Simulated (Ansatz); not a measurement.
`NC([SiH3])[SiH2]O` → `C[SiH2][SiH](N)O`  (isomerisation)

Computed with Ansatz on PBE0-D4/def2-TZVP structures; ΔE is electronic, products minus reactants. CBS: MP2 limit from def2 TZ/QZ plus the TZ coupled-cluster correction, frozen cores. Functionals use def2-TZVPP. Each species was taken in one conformer, which may not be the lowest.

(1) Is it downhill or uphill in electronic energy at CCSD(T)/CBS, and by how much? (Best estimate.)

(2) What do these levels give: PBE-D4, r2SCAN-D4, PBE0-D4, ωB97M-V, B2PLYP, r2SCAN, HF/def2-TZVPP, SCS-MP2/def2-TZVPP, CCSD(T)/def2-TZVPP, MP2/def2-QZVPP, SCS-MP2/def2-QZVPP, MP2/CBS(def2)? (An estimate is asked.)

Largest T1 diagnostic among the species: 0.011.

Results:

(1) The calculation gave: Downhill: ΔE = -1.59 eV.

(2) Ansatz gave: PBE-D4 -1.60, r2SCAN-D4 -1.63, PBE0-D4 -1.62, ωB97M-V -1.54, B2PLYP -1.61, r2SCAN -1.64, HF/def2-TZVPP -1.61, SCS-MP2/def2-TZVPP -1.53, CCSD(T)/def2-TZVPP -1.56, MP2/def2-QZVPP -1.59, SCS-MP2/def2-QZVPP -1.56, MP2/CBS(def2) -1.60 eV.

The D4 term adds +0.04 eV with B3LYP and +0.02 eV with PBE0; it sums over pairs of atoms, weighted by their polarisabilities, and B3LYP, whose exchange is more repulsive, gets the larger term. In def2-TZVPP, CCSD(T) changes the Hartree–Fock value by +0.05 eV (the triples alone add +0.01 eV) and MP2 by +0.04 eV.

B3LYP here is the variant with VWN-RPA as its local correlation; programs differ in this.
